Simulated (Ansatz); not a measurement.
`[AlH2][CH2][GaH2]`. Charge 0, multiplicity 1. Correlated methods include outer-core shells of Ga, which these sets cover unevenly. Scalar relativity is left out up to krypton.

Cartesian coordinates in Å:
```
Al 0.857 0.669 1.276
C 0.193 -0.705 0.081
Ga -1.011 -0.112 -1.343
H 2.204 1.439 0.933
H 0.040 1.048 2.585
H -0.357 -1.435 0.685
H 1.057 -1.177 -0.400
H -0.422 0.329 -2.732
H -2.560 -0.055 -1.084
```

Task: Give the diagnostics of a CCSD(T)/def2-TZVPP run (frozen core, Ansatz 0.2.0). (An estimate is asked.)

Result: The calculation gave: T1 = 0.0124, largest single amplitude 0.017, largest double 0.021, (T) share of the correlation energy 3.6 %, 9 CCSD cycles. The RHF solution is stable towards an unrestricted one. T1 lies under the customary mark of 0.02 for closed shells.
